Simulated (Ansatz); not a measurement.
Born–Oppenheimer molecular dynamics of C3H7NSi (12 atoms, charge 0, multiplicity 1). It starts from a relaxed structure.

These are results of RKS PBE0-D4/STO-3G in Ansatz, not measurements.

| Quantity | Value |
| --- | --- |
| ensemble | NVT, Nosé–Hoover chain |
| time step | 0.25 fs |
| steps asked | 400 |
| set temperature | 400 K |
| thermostat | time constant 100 fs, chain length 3 (defaults) |
| seed | 106279 |

Frames 0.25 fs apart, positions in Å, forces in eV/Å.

Velocities at 65 fs (Å/ps):

```
C 4.02 0.64 2.12
C -6.14 1.41 1.61
Si 0.51 0.01 -0.26
C 2.67 -3.81 -4.58
N -0.66 1.13 1.77
H 14.61 -15.39 6.58
H -13.50 1.41 -13.39
H 6.97 4.00 21.14
H 4.92 13.29 5.78
H -21.05 7.22 -20.41
H -7.81 5.24 -16.68
H 4.17 -10.62 9.87
```

```xyz
12
Properties=species:S:1:pos:R:3:forces:R:3 time_fs=65 energy_less_start_eV=0.343 T=180
C -0.931 0.637 1.213 0.47 1.35 0.94
C 0.535 0.335 0.756 -0.52 1.88 0.46
Si 0.698 -0.911 -0.640 -0.61 -0.17 0.40
C -0.007 -0.305 -2.253 0.56 -0.30 1.20
N -0.498 0.018 -3.284 -0.23 0.22 -0.54
H -0.843 1.441 1.972 -0.09 -0.33 -0.08
H -1.402 -0.195 1.733 -0.26 -0.48 -0.23
H -1.615 1.086 0.465 0.48 -0.77 -0.23
H 1.147 0.171 1.675 -0.48 -1.03 -0.68
H 0.929 1.339 0.486 -0.10 -0.58 -0.74
H -0.037 -2.143 -0.347 0.25 0.42 -0.07
H 2.088 -1.192 -0.765 0.54 -0.20 -0.45
12
Properties=species:S:1:pos:R:3:forces:R:3 time_fs=65.25 energy_less_start_eV=0.340 T=182
C -0.930 0.637 1.213 0.46 1.23 1.00
C 0.533 0.335 0.757 -0.43 1.89 0.43
Si 0.699 -0.911 -0.640 -0.58 -0.17 0.39
C -0.006 -0.306 -2.255 0.61 -0.31 1.29
N -0.498 0.018 -3.284 -0.26 0.24 -0.62
H -0.839 1.437 1.974 -0.10 -0.28 -0.02
H -1.406 -0.195 1.730 -0.24 -0.48 -0.21
H -1.613 1.086 0.470 0.42 -0.70 -0.33
H 1.148 0.174 1.676 -0.51 -1.01 -0.74
H 0.924 1.341 0.481 -0.10 -0.63 -0.70
H -0.039 -2.141 -0.351 0.24 0.39 -0.05
H 2.090 -1.195 -0.763 0.50 -0.19 -0.44
12
Properties=species:S:1:pos:R:3:forces:R:3 time_fs=65.5 energy_less_start_eV=0.336 T=185
C -0.929 0.637 1.214 0.44 1.09 1.07
C 0.531 0.335 0.757 -0.35 1.89 0.39
Si 0.699 -0.911 -0.640 -0.54 -0.16 0.38
C -0.006 -0.307 -2.256 0.65 -0.32 1.36
N -0.498 0.019 -3.283 -0.29 0.26 -0.68
H -0.836 1.433 1.975 -0.11 -0.21 0.04
H -1.409 -0.195 1.726 -0.21 -0.47 -0.20
H -1.611 1.087 0.475 0.34 -0.62 -0.44
H 1.148 0.176 1.677 -0.53 -0.98 -0.78
H 0.919 1.342 0.475 -0.09 -0.66 -0.66
H -0.041 -2.140 -0.355 0.23 0.37 -0.04
H 2.091 -1.197 -0.761 0.45 -0.18 -0.44
12
Properties=species:S:1:pos:R:3:forces:R:3 time_fs=65.75 energy_less_start_eV=0.331 T=190
C -0.927 0.638 1.214 0.42 0.94 1.14
C 0.530 0.336 0.757 -0.27 1.87 0.33
Si 0.699 -0.911 -0.640 -0.48 -0.15 0.37
C -0.005 -0.308 -2.257 0.68 -0.32 1.41
N -0.498 0.019 -3.283 -0.32 0.27 -0.73
H -0.832 1.428 1.977 -0.12 -0.15 0.10
H -1.413 -0.195 1.722 -0.17 -0.45 -0.20
H -1.609 1.087 0.480 0.27 -0.53 -0.55
H 1.149 0.178 1.677 -0.54 -0.96 -0.82
H 0.913 1.343 0.469 -0.07 -0.69 -0.62
H -0.042 -2.138 -0.359 0.21 0.33 -0.02
H 2.093 -1.200 -0.759 0.40 -0.16 -0.43
12
Properties=species:S:1:pos:R:3:forces:R:3 time_fs=66 energy_less_start_eV=0.325 T=195
C -0.926 0.638 1.215 0.40 0.77 1.21
C 0.528 0.337 0.758 -0.21 1.83 0.26
Si 0.699 -0.911 -0.640 -0.42 -0.13 0.36
C -0.004 -0.309 -2.258 0.70 -0.32 1.45
N -0.499 0.019 -3.282 -0.33 0.28 -0.77
H -0.829 1.424 1.978 -0.14 -0.08 0.17
H -1.417 -0.196 1.719 -0.13 -0.43 -0.19
H -1.606 1.086 0.484 0.19 -0.45 -0.65
H 1.149 0.179 1.677 -0.54 -0.93 -0.84
H 0.908 1.343 0.463 -0.05 -0.70 -0.57
H -0.044 -2.136 -0.363 0.20 0.29 0.00
H 2.095 -1.203 -0.757 0.33 -0.14 -0.42
12
Properties=species:S:1:pos:R:3:forces:R:3 time_fs=66.25 energy_less_start_eV=0.317 T=201
C -0.925 0.638 1.216 0.36 0.59 1.27
C 0.527 0.338 0.758 -0.16 1.78 0.17
Si 0.699 -0.911 -0.640 -0.35 -0.11 0.35
C -0.004 -0.310 -2.259 0.72 -0.32 1.48
N -0.499 0.020 -3.282 -0.34 0.29 -0.79
H -0.825 1.420 1.980 -0.15 0.00 0.24
H -1.421 -0.197 1.715 -0.08 -0.39 -0.19
H -1.604 1.086 0.489 0.11 -0.36 -0.75
H 1.149 0.180 1.677 -0.52 -0.90 -0.84
H 0.902 1.343 0.456 -0.03 -0.70 -0.53
H -0.045 -2.133 -0.368 0.18 0.25 0.02
H 2.097 -1.207 -0.756 0.26 -0.12 -0.42
12
Properties=species:S:1:pos:R:3:forces:R:3 time_fs=66.5 energy_less_start_eV=0.310 T=207
C -0.924 0.639 1.217 0.33 0.40 1.33
C 0.525 0.338 0.759 -0.12 1.72 0.07
Si 0.699 -0.911 -0.640 -0.27 -0.09 0.33
C -0.003 -0.311 -2.259 0.72 -0.30 1.48
N -0.499 0.020 -3.282 -0.35 0.29 -0.80
H -0.822 1.415 1.982 -0.16 0.07 0.30
H -1.425 -0.198 1.711 -0.03 -0.35 -0.19
H -1.601 1.085 0.492 0.04 -0.27 -0.85
H 1.148 0.180 1.676 -0.50 -0.87 -0.83
H 0.897 1.343 0.449 0.00 -0.69 -0.48
H -0.046 -2.131 -0.372 0.15 0.20 0.04
H 2.099 -1.210 -0.755 0.19 -0.10 -0.41
12
Properties=species:S:1:pos:R:3:forces:R:3 time_fs=66.75 energy_less_start_eV=0.302 T=214
C -0.923 0.639 1.218 0.28 0.22 1.38
C 0.523 0.339 0.759 -0.08 1.64 -0.05
Si 0.699 -0.911 -0.640 -0.19 -0.07 0.32
C -0.002 -0.312 -2.260 0.72 -0.29 1.47
N -0.499 0.020 -3.282 -0.34 0.28 -0.79
H -0.819 1.411 1.984 -0.18 0.14 0.37
H -1.429 -0.199 1.706 0.02 -0.30 -0.20
H -1.598 1.084 0.495 -0.03 -0.18 -0.93
H 1.148 0.180 1.674 -0.47 -0.83 -0.81
H 0.891 1.342 0.441 0.03 -0.67 -0.43
H -0.047 -2.128 -0.376 0.13 0.15 0.06
H 2.102 -1.213 -0.754 0.11 -0.08 -0.39
12
Properties=species:S:1:pos:R:3:forces:R:3 time_fs=67 energy_less_start_eV=0.293 T=221
C -0.922 0.640 1.219 0.22 0.04 1.41
C 0.522 0.340 0.760 -0.06 1.55 -0.17
Si 0.699 -0.911 -0.640 -0.11 -0.05 0.31
C -0.001 -0.313 -2.260 0.71 -0.27 1.45
N -0.500 0.021 -3.281 -0.33 0.27 -0.77
H -0.816 1.407 1.987 -0.19 0.20 0.43
H -1.433 -0.201 1.702 0.08 -0.26 -0.20
H -1.596 1.083 0.498 -0.09 -0.10 -1.01
H 1.147 0.179 1.672 -0.43 -0.80 -0.77
H 0.886 1.341 0.433 0.07 -0.64 -0.38
H -0.049 -2.126 -0.381 0.10 0.09 0.08
H 2.104 -1.216 -0.754 0.03 -0.05 -0.38
12
Properties=species:S:1:pos:R:3:forces:R:3 time_fs=67.25 energy_less_start_eV=0.285 T=228
C -0.921 0.640 1.220 0.15 -0.13 1.44
C 0.520 0.341 0.760 -0.05 1.44 -0.31
Si 0.699 -0.911 -0.640 -0.02 -0.02 0.30
C 0.000 -0.314 -2.261 0.70 -0.24 1.41
N -0.500 0.021 -3.281 -0.31 0.26 -0.74
H -0.813 1.402 1.989 -0.21 0.26 0.48
H -1.437 -0.203 1.698 0.14 -0.20 -0.20
H -1.593 1.082 0.500 -0.14 -0.02 -1.06
H 1.145 0.178 1.669 -0.38 -0.76 -0.72
H 0.880 1.339 0.425 0.11 -0.60 -0.34
H -0.050 -2.123 -0.385 0.07 0.04 0.11
H 2.107 -1.220 -0.753 -0.05 -0.03 -0.37
12
Properties=species:S:1:pos:R:3:forces:R:3 time_fs=67.5 energy_less_start_eV=0.277 T=234
C -0.920 0.641 1.221 0.06 -0.28 1.46
C 0.518 0.343 0.761 -0.05 1.33 -0.46
Si 0.699 -0.911 -0.640 0.06 0.01 0.29
C 0.001 -0.315 -2.262 0.67 -0.21 1.35
N -0.500 0.021 -3.281 -0.29 0.24 -0.69
H -0.810 1.398 1.992 -0.23 0.32 0.53
H -1.440 -0.204 1.693 0.20 -0.15 -0.20
H -1.590 1.081 0.501 -0.17 0.05 -1.10
H 1.144 0.176 1.666 -0.32 -0.72 -0.66
H 0.875 1.337 0.417 0.15 -0.55 -0.29
H -0.051 -2.120 -0.389 0.04 -0.02 0.13
H 2.110 -1.223 -0.753 -0.13 0.00 -0.36
12
Properties=species:S:1:pos:R:3:forces:R:3 time_fs=67.75 energy_less_start_eV=0.269 T=241
C -0.918 0.641 1.222 -0.03 -0.41 1.46
C 0.517 0.344 0.761 -0.06 1.21 -0.61
Si 0.699 -0.911 -0.640 0.15 0.03 0.28
C 0.002 -0.316 -2.262 0.64 -0.17 1.28
N -0.500 0.022 -3.281 -0.26 0.21 -0.62
H -0.807 1.395 1.995 -0.25 0.36 0.56
H -1.444 -0.206 1.689 0.25 -0.10 -0.20
H -1.588 1.079 0.502 -0.20 0.11 -1.12
H 1.142 0.174 1.663 -0.25 -0.69 -0.59
H 0.870 1.335 0.409 0.19 -0.49 -0.24
H -0.051 -2.118 -0.393 0.01 -0.08 0.15
H 2.112 -1.226 -0.753 -0.20 0.02 -0.34
```

Of the whole run (100 fs, mean temperature of the second half 230 K): The conserved energy stayed within 0.039 meV per atom of its start (net change 0.027 meV per atom), so the integration is sound. The mean temperature of the second half is 42 % below the set value. A run of 0.1 ps of so small a system gives no equilibrium averages. Limits of this set-up: minimal basis.

Run time: 11 min on 1 thread of Arm Neoverse V1, on a shared host, peak memory 0.087 GiB.
